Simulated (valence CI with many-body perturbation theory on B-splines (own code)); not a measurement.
**E1 transitions of In XLV**

Level of theory: configuration interaction combined with many-body perturbation theory (CI+MBPT): three valence electrons over a frozen Dirac-Fock core [He], a basis of 11 s, 11 p, 10 d, 8 f, 5 g, 2 h functions for each j, with the one-electron correlation potential Σ1 (screened to all orders), the two-electron term Σ2, the three-electron term Σ3, Breit, model QED; selected single and double excitations, second order for the rest, scaled by the run's own slope (own B-spline code, finite nucleus).

No measured spectrum was set against this ion. As an estimate, large intervals hold to a few tenths of a per cent, small ones and those within an open d or f shell to about a per cent.

Lines 51 to 100 of 521 in falling wavelength, among levels below 444.88 Ry, chosen from the strongest by gf and those to the six lowest levels. Wavelengths and rates use the calculated energies. Electric multipoles are in the length gauge, E1 and E2 with the static RPA response of the core. Weak lines are less certain than strong ones. Lines between different terms over intervals too small for the method are left out, as are lines whose strength nearly cancels.

Levels are named by their leading jj configuration (3d3/2^4 stands for four electrons in 3d with j = 3/2), which in mixed levels can hold well under half, so a name can repeat and another be missing. Letters in brackets count levels of one name in rising energy.

| λ vac (Å) | Upper | Lower | A (s⁻¹) | S (a.u.) |
| --- | --- | --- | --- | --- |
| 225.0 | (2p1/2 2p3/2 3d5/2) J=7/2 [a] | (2p1/2 2p3/2 3p3/2) J=5/2 [a] | 3.17e+09 | 1.43e-01 |
| 224.5 | (2s 2p1/2 3d5/2) J=7/2 | (2s 2p1/2 3p3/2) J=5/2 | 3.39e+09 | 1.51e-01 |
| 221.4 | (2p1/2 2p3/2 3d5/2) J=7/2 [b] | (2p1/2 2p3/2 3p3/2) J=5/2 [b] | 3.34e+09 | 1.43e-01 |
| 219.3 | (2p3/2^2 3d5/2) J=5/2 [b] | (2p3/2^2 3p3/2) J=3/2 [b] | 3.75e+09 | 1.17e-01 |
| 212.6 | (2s 2p1/2 3d5/2) J=5/2 [a] | (2s 2p1/2 3p3/2) J=3/2 [a] | 3.24e+09 | 9.22e-02 |
| 198.4 | (2s 2p1/2 3d5/2) J=5/2 [b] | (2s 2p1/2 3p3/2) J=3/2 [b] | 4.14e+09 | 9.57e-02 |
| 195.9 | (2s 2p3/2 3d5/2) J=7/2 [a] | (2s 2p3/2 3p3/2) J=5/2 [a] | 3.77e+09 | 1.12e-01 |
| 193.9 | (2s 2p3/2 3d5/2) J=7/2 [b] | (2s 2p3/2 3p3/2) J=5/2 [b] | 3.39e+09 | 9.76e-02 |
| 132.4 | (2p1/2 2p3/2 3d3/2) J=7/2 | (2s 2p3/2 3d3/2) J=5/2 [b] | 8.95e+09 | 8.21e-02 |
| 126.7 | (2p1/2 2p3/2 3p3/2) J=7/2 | (2p1/2 2p3/2 3s) J=5/2 | 2.54e+10 | 2.04e-01 |
| 126.3 | (2p3/2^2 3p3/2) J=5/2 | (2p3/2^2 3s) J=3/2 | 1.20e+10 | 7.17e-02 |
| 124.2 | (2s 2p1/2 3d3/2) J=5/2 | (2s^2 3d3/2) J=3/2 | 9.39e+09 | 5.32e-02 |
| 123.3 | (2s 2p3/2 3p3/2) J=3/2 [a] | (2s 2p3/2 3s) J=3/2 [a] | 1.39e+10 | 5.13e-02 |
| 122.6 | (2p3/2^2 3d3/2) J=5/2 | (2p3/2^2 3p1/2) J=5/2 | 9.02e+09 | 4.92e-02 |
| 120.7 | (2p1/2 2p3/2 3d3/2) J=5/2 [a] | (2p1/2 2p3/2 3p1/2) J=3/2 [a] | 1.48e+10 | 7.72e-02 |
| 120.5 | (2p1/2^2 3d3/2) J=3/2 | (2p1/2^2 3p1/2) J=1/2 | 2.03e+10 | 7.03e-02 |
| 120.3 | (2s 2p3/2 3d3/2) J=7/2 | (2s 2p3/2 3p1/2) J=5/2 | 1.43e+10 | 9.85e-02 |
| 120.2 | (2p3/2^2 3d3/2) J=3/2 [a] | (2p3/2^2 3p1/2) J=3/2 | 1.50e+10 | 5.13e-02 |
| 119.4 | (2p3/2^2 3d3/2) J=7/2 | (2p3/2^2 3p1/2) J=5/2 | 1.85e+10 | 1.25e-01 |
| 117.9 | (2p3/2^2 3p3/2) J=5/2 | (2p3/2^2 3s) J=5/2 | 1.47e+10 | 7.13e-02 |
| 117.5 | (2p3/2^2 3p3/2) J=7/2 | (2p3/2^2 3s) J=5/2 | 3.15e+10 | 2.01e-01 |
| 117.0 | (2s 2p1/2 3d3/2) J=3/2 [a] | (2s 2p1/2 3p1/2) J=1/2 [a] | 1.84e+10 | 5.80e-02 |
| 116.2 | (2s 2p1/2 3p3/2) J=3/2 [b] | (2s 2p1/2 3s) J=1/2 [b] | 1.67e+10 | 5.17e-02 |
| 115.6 | (2p1/2^2 3p3/2) J=3/2 | (2p1/2^2 3s) J=1/2 | 1.71e+10 | 5.21e-02 |
| 115.5 | (2p1/2 2p3/2 3p3/2) J=5/2 [b] | (2s 2p3/2 3p3/2) J=3/2 [b] | 1.79e+10 | 8.17e-02 |
| 114.7 | (2s 2p1/2 3p3/2) J=5/2 | (2s^2 3p3/2) J=3/2 | 2.22e+10 | 9.91e-02 |
| 114.5 | (2p1/2 2p3/2 3d3/2) J=7/2 | (2p1/2 2p3/2 3p1/2) J=5/2 | 8.22e+09 | 4.87e-02 |
| 114.4 | (2p1/2 2p3/2 3p3/2) J=5/2 [a] | (2p1/2 2p3/2 3s) J=3/2 [a] | 2.92e+10 | 1.29e-01 |
| 111.3 | (2s 2p3/2 3p3/2) J=7/2 | (2s 2p3/2 3s) J=5/2 | 3.42e+10 | 1.86e-01 |
| 111.1 | (2s 2p3/2 3p3/2) J=5/2 [a] | (2s 2p3/2 3s) J=3/2 [a] | 1.53e+10 | 6.23e-02 |
| 111.1 | (2s 2p3/2 3d3/2) J=5/2 [b] | (2s 2p3/2 3p1/2) J=3/2 [b] | 1.75e+10 | 7.11e-02 |
| 111.0 | (2p3/2^2 3p3/2) J=3/2 [b] | (2p3/2^2 3s) J=1/2 | 3.46e+10 | 9.34e-02 |
| 110.4 | (2s 2p3/2 3s) J=3/2 [b] | (2p1/2^2 3s) J=1/2 | 2.15e+10 | 5.72e-02 |
| 110.2 | (2s^2 3d3/2) J=3/2 | (2s^2 3p1/2) J=1/2 | 1.98e+10 | 5.22e-02 |
| 106.4 | (2p1/2 2p3/2 3p3/2) J=3/2 [b] | (2p1/2 2p3/2 3s) J=3/2 [b] | 2.28e+10 | 5.43e-02 |
| 105.1 | (2p1/2 2p3/2 3s) J=5/2 | (2s 2p3/2 3s) J=3/2 [b] | 2.19e+10 | 7.53e-02 |
| 104.2 | (2s 2p1/2 3p3/2) J=3/2 [a] | (2s 2p1/2 3s) J=1/2 [a] | 3.86e+10 | 8.64e-02 |
| 98.08 | (2s^2 3p3/2) J=3/2 | (2s^2 3s) J=1/2 | 3.89e+10 | 7.24e-02 |
| 97.38 | (2s 2p1/2 2p3/2) J=5/2 | (2s^2 2p3/2) J=3/2 | 3.17e+09 | 8.67e-03 |
| 97.22 | (2s 2p3/2 3p3/2) J=5/2 [a] | (2s 2p3/2 3s) J=5/2 | 2.01e+10 | 5.46e-02 |
| 97.02 | (2s 2p1/2 3p3/2) J=5/2 | (2s 2p1/2 3s) J=3/2 | 1.94e+10 | 5.25e-02 |
| 95.29 | (2s 2p3/2 3p3/2) J=3/2 [b] | (2s 2p3/2 3s) J=1/2 | 3.00e+10 | 5.13e-02 |
| 94.80 | (2p3/2^2 3p3/2) J=3/2 [a] | (2p3/2^2 3s) J=3/2 | 4.91e+10 | 8.27e-02 |
| 94.70 | (2s 2p1/2 3p3/2) J=3/2 [b] | (2s 2p1/2 3s) J=3/2 | 2.36e+10 | 3.95e-02 |
| 93.37 | (2p1/2 2p3/2 3p3/2) J=5/2 [b] | (2s 2p3/2 3p3/2) J=5/2 [b] | 2.06e+10 | 4.96e-02 |
| 88.00 | (2s 2p1/2^2) J=1/2 | (2s^2 2p1/2) J=1/2 | 6.57e+09 | 4.42e-03 |
| 80.87 | (2p1/2^2 2p3/2) J=3/2 | (2s 2p1/2 2p3/2) J=3/2 [b] | 7.02e+09 | 7.33e-03 |
| 71.95 | (2s 2p1/2 2p3/2) J=3/2 [b] | (2s^2 2p3/2) J=3/2 | 4.08e+09 | 3.00e-03 |
| 62.52 | (2p1/2^2 2p3/2) J=3/2 | (2s 2p1/2 2p3/2) J=5/2 | 3.80e+10 | 1.83e-02 |
| 54.66 | (2p1/2^2 2p3/2) J=3/2 | (2s 2p1/2 2p3/2) J=3/2 [a] | 1.39e+10 | 4.47e-03 |
